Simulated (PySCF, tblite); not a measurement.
Isomers of C5H9F3SSi, one GFN2-xTB conformer each. Single-point energies are computed at PBE0/pcSseg-1 (PySCF, gas phase, no added dispersion term), electronic only.

| SMILES | GFN2-xTB relative energy (kJ/mol) |
| --- | --- |
| C[C@]([SiH3])(C(=S)CF)C(F)F | 125.7 |
| C[C@@H]1[SiH2]SC[C@]1(F)C(F)F | 0.0 |

Conformers: `[CH3:1][C@:2]([SiH3:3])([C:4](=[S:5])[CH2:6][F:7])[CH:8]([F:9])[F:10]` with C1–C2–C4–S5 23°, C2–C4–C6–F7 -36°, C1–C2–C8–F9 -57°; `[CH3:1][C@@H:2]1[SiH2:3][S:4][CH2:5][C@:6]1([F:7])[CH:8]([F:9])[F:10]` with C5–C6–C8–F9 -163°, C1–C2–Si3–S4 -89°, C2–Si3–S4–C5 -11°, Si3–S4–C5–C6 -15°, S4–C5–C6–F7 -73°.

Problem. What does PBE0/pcSseg-1 give for the same structures?

Solution. 
```tsv
SMILES	PBE0/pcSseg-1 E (Eh)	PBE0/pcSseg-1 (kJ/mol)	GFN2-xTB (kJ/mol)	point group
C[C@@H]1[SiH2]SC[C@]1(F)C(F)F	-1182.34297	0.0	0.0	C1
C[C@]([SiH3])(C(=S)CF)C(F)F	-1182.27618	175.4	125.7	C1
```

Both levels put the same isomer lowest. As drawn, the higher has a C=S bond, which the lower lacks.

Problem. Which frontier levels, dipoles and rotational constants go with these structures?

Solution. 
```tsv
SMILES	HOMO (eV, PBE0/pcSseg-1)	LUMO (eV)	dipole (D)	A, B, C (MHz)
C[C@@H]1[SiH2]SC[C@]1(F)C(F)F	-6.96	-0.11	0.99	1598, 732.1, 683.5
C[C@]([SiH3])(C(=S)CF)C(F)F	-6.82	-2.59	1.17	1093, 777.0, 755.8
```

Problem. What happens when harmonic zero-point energies from GFN2-xTB frequencies are added?

Solution. 
```tsv
SMILES	ZPE (kJ/mol)	electronic (kJ/mol)	with ZPE (kJ/mol)
C[C@@H]1[SiH2]SC[C@]1(F)C(F)F	347.3	0.0	0.0
C[C@]([SiH3])(C(=S)CF)C(F)F	334.1	175.4	162.2
```

The zero-point energies span 13.2 kJ/mol. The order is unchanged.
